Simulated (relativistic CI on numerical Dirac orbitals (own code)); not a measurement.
**What each ingredient does to the levels of Rh²⁰⁺**

Base calculation: Dirac-Coulomb-Breit CI, KLI orbitals optimised for each configuration, QED by a radiative potential, unscaled Slater integrals.

Configurations in the expansion (outside the closed core [Ne]): 3s²3p⁶3d⁷, 3s²3p⁵3d⁸, 3s²3p⁴3d⁹, 3s3p⁶3d⁸, 3p⁶3d⁹, 3s3p⁵3d⁹, 3s²3p⁶3d⁶4s, 3s²3p⁶3d⁶4p, 3s²3p⁶3d⁶4d, 3s²3p⁶3d⁶4f, 3s²3p⁴3d⁸4s, 3s²3p⁵3d⁷4s, 3s²3p⁶3d⁵4s², 3s²3p⁴3d⁸4p, 3s²3p⁵3d⁷4p, 3s²3p⁶3d⁶5s. Levels of other configurations are missing.

Variants: (1) QED terms removed; (2) non-relativistic limit. Shifts of the energy above 3s²3p⁶3d⁷ ⁴F9/2, in cm⁻¹, for the lowest level and the first level of each name with at least 55 % of one term (blank where a level changes its place among those of its configuration and J or its character, or is not in the variant):

```tsv
Level	Base	Δ(1)	Δ(2)
3s²3p⁶3d⁷ ⁴F9/2	0.0	0.0	0.0
3s²3p⁶3d⁷ ⁴F7/2	33227.2	-115.1	-33227.2
3s²3p⁶3d⁷ ⁴F5/2	43590.9	-93.3	-43590.9
3s²3p⁶3d⁷ ⁴P5/2	76115.5	-87.6	-21807.3
3s²3p⁶3d⁷ ²G9/2	78968.2	-84.0	-19501.8
3s²3p⁶3d⁷ ⁴P1/2	89074.7	-103.9	-34766.5
3s²3p⁶3d⁷ ²G7/2	105517.9	-149.7	-46051.5
3s²3p⁶3d⁷ ²H11/2	107773.2	-103.9	-25500.4
3s²3p⁶3d⁷ ²D5/2	118327.5	-172.6	-39203.1
3s²3p⁶3d⁷ ²P1/2	133949.5	-226.4	-64457.3
3s²3p⁶3d⁷ ²H9/2	142192.6	-225.5	-59919.8
3s²3p⁶3d⁷ ²F5/2	158834.3	-86.5	-25851.1
3s²3p⁶3d⁷ ²D3/2	166901.9	-287.6	-87777.5
3s²3p⁶3d⁷ ²F7/2	177968.3	-174.2	-44985.2
```

At this charge energies of transitions that change n are usually good to better than 1 %, and those within a shell (Δn = 0) to a few per cent. Terms inside the open d or f shell come out 10 to 20 % too wide with unscaled integrals.

Ionisation energy from the two ground configurations alone: base 921.329 eV. The NIST ASD value (theoretical) is 921 eV.

LS names give the leading component of a level, which can be under half, so a name can repeat, a term be missing and a line seem to break the LS rules.
